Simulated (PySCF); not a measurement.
Cartesian coordinates (Å):
```xyz
5

Zr     0.0000     0.0000     0.0000
Cl    -1.5083    -1.7717    -0.1164
Cl     2.1498    -0.7799    -0.4445
Cl    -0.5797     1.6181    -1.5727
Cl    -0.0618     0.9335     2.1336
```
Charge 0, multiplicity 1.

Task: Estimate the HOMO, total energy and LUMO that TPSSh-D3(BJ)/def2-TZVP // r2SCAN-D4/def2-SVP in PySCF 2.14.0 returns for this input.

Result: 
```
Item                 Result
------------  -------------
HOMO               -9.01 eV
total energy  -1888.3018 Ha
LUMO               -3.18 eV
```
